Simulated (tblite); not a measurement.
Isomers of C5H12S2Si. Method: GFN2-xTB as coded in tblite; computed harmonic values from a numerical Hessian at the method's own geometry, unscaled. This tight-binding method is rough: wavenumbers can miss measured ones by several per cent, in bad cases by 10 to 20. Modes of hydrogen on silicon and sulfur can be 10 to 20 % off. One conformer each.

Electronic energies: GFN2-xTB at the same geometries; isomer energies are rough at this level and their order can be wrong.

| SMILES | electronic energy, lowest = 0 (kcal/mol) |
| --- | --- |
| C[Si@H](S)SC1(C)CC1 | 0.6 |
| CSCC1(S)C[SiH2]C1 | 35.7 |
| CC(C)S[Si]1(S)CC1 | 24.9 |
| CS[C@@H]1CC[Si@@H]1SC | 26.5 |
| [SiH3]C[C@@H]1CCSSC1 | 0.0 |

Question: How do GFN2-xTB zero-point energies change the relative energies?

Answer: 
```csv
SMILES,ZPE (kcal/mol),of it from modes above 1550 cm⁻¹,electronic (kcal/mol),"with ZPE, lowest = 0 (kcal/mol)",lowest mode (cm⁻¹),rings
[SiH3]C[C@@H]1CCSSC1,97.4,48.0,0.0,0.0,61,1
C[Si@H](S)SC1(C)CC1,96.9,50.4,0.6,0.1,33,1
CC(C)S[Si]1(S)CC1,98.8,51.4,24.9,26.3,33,1
CS[C@@H]1CC[Si@@H]1SC,98.4,50.7,26.5,27.5,47,1
CSCC1(S)C[SiH2]C1,94.8,48.7,35.7,33.1,14,1
```

The zero-point energies span 4.0 kcal/mol, from `CSCC1(S)C[SiH2]C1` to `CC(C)S[Si]1(S)CC1`. The order is unchanged.

Question: What do entropy and thermal enthalpy add at 298.15 K and 1 bar (rigid rotor, harmonic oscillator, one conformer each)?

Answer: 
| SMILES | point group | symmetry number | S (cal/(mol K)) | H − H(0) (kcal/mol) | ZPE + H − H(0) − TS (kcal/mol) |
| --- | --- | --- | --- | --- | --- |
| [SiH3]C[C@@H]1CCSSC1 | C1 | 1 | 99.8 | 7.06 | 74.7 |
| C[Si@H](S)SC1(C)CC1 | C1 | 1 | 111.3 | 8.39 | 72.1 |
| CC(C)S[Si]1(S)CC1 | C1 | 1 | 111.7 | 8.35 | 73.8 |
| CS[C@@H]1CC[Si@@H]1SC | C1 | 1 | 110.3 | 8.12 | 73.6 |

Not tabulated: `CSCC1(S)C[SiH2]C1` (lowest mode only 14 cm⁻¹).
